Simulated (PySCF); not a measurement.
A calculated (PBEsol, PySCF 2.14, aug-cc-pVDZ, no relativity, point nucleus) atom or ion has these occupied shells.

| shell | electrons | orbital energy (eV) | rms radius, mean of both spins (bohr) |
| --- | --- | --- | --- |
| 1s α | 1 | -7517.3 | 0.0659 |
| 1s β | 1 | -7517.3 | 0.0659 |
| 2s α | 1 | -891.42 | 0.281 |
| 2s β | 1 | -889.78 | 0.281 |
| 2p α | 3 | -775.34 | 0.250 |
| 2p β | 3 | -774.09 | 0.250 |
| 3s α | 1 | -109.51 | 0.843 |
| 3s β | 1 | -106.04 | 0.843 |
| 3p α | 3 | -74.848 | 0.893 |
| 3p β | 3 | -71.402 | 0.893 |
| 3d α | 5 | -18.312 | 1.19 |
| 3d β | 2 | -15.579 | 1.19 |
| 4s α | 1 | -13.242 | 2.80 |

Name the element and its charge.

Co⁺ (cobalt, charge +1), in [Ar] 3d7 4s1, high-spin 5F determinant (an excited configuration).
